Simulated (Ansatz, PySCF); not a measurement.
Species: germyl acetate, C2H6GeO2 (charge 0, singlet). SMILES: CC(=O)[O][GeH3]
Geometry from a B3LYP-D3(BJ)/def2-TZVP (Ansatz, a first-principles code) optimisation:
```xyz
11

C      2.7758     0.1158    -0.2970
C      1.3697    -0.2465     0.0946
O      1.0723    -1.1549     0.8383
O      0.4528     0.5469    -0.4679
Ge    -1.2907     0.1474    -0.0217
H      2.8817     0.0558    -1.3810
H      3.4795    -0.5567     0.1852
H      2.9831     1.1468    -0.0077
H     -1.6164    -1.2643    -0.5134
H     -1.4686     0.3252     1.4874
H     -2.0315     1.2250    -0.8231
```
Charge 0, spin multiplicity 1.

Property: vertical triplet-singlet gap, E(triplet) - E(singlet), in eV. Conventions: each state is the SCF solution reached for its charge and spin; open shells spin-unrestricted; no dispersion term unless named; non-relativistic; LANL2DZ with its own core potentials from Na on; frozen cores in correlated levels (noble-gas shells and the d and f shells of earlier blocks); no spin-orbit coupling; 6-31G* and kin with 6d, 5d where marked. Ab initio and DFT rows: single points at B3LYP-D3(BJ) geometries (Ansatz). Levels can end on unlike triplets.

```
level                                    program  vertical triplet-singlet gap, E(triplet) - E(singlet) (eV)
---------------------------------------  -------  ----------------------------------------------------------
HF/6-31G*                                 Ansatz                                                        4.63
HF/6-31G* with LANL2DZ past Ar            Ansatz                                                        4.67
PBE/6-31G*                                Ansatz                                                        5.41
PBE/6-31G* with LANL2DZ past Ar           Ansatz                                                        5.43
B3LYP/STO-3G                              Ansatz                                                        4.82
B3LYP/3-21G                               Ansatz                                                        5.36
B3LYP/6-31G*                              Ansatz                                                        5.40
B3LYP/6-31G* with LANL2DZ past Ar         Ansatz                                                        5.42
M06-2X/6-31G* with LANL2DZ past Ar (5d)    PySCF                                                        5.63
MP2/6-31G*                                Ansatz                                                        6.19
MP2/6-31G* with LANL2DZ past Ar           Ansatz                                                        6.23
PBE0/def2-TZVPD                           Ansatz                                                        5.30
wB97X-V/def2-TZVPD                        Ansatz                                                        5.52
```

No value to compare with is used here. The 11 habitual levels span 4.63 (HF/6-31G*) to 6.23 eV (MP2/6-31G* with LANL2DZ past Ar); wB97X-V/def2-TZVPD gives 5.52.

The levels are drawn from those run, B3LYP/6-31G* more often than the rest, none by its result; left out are runs that failed, that the program found above a lower state of the same kind, or whose <S^2> lies over 0.5 above the pure value.
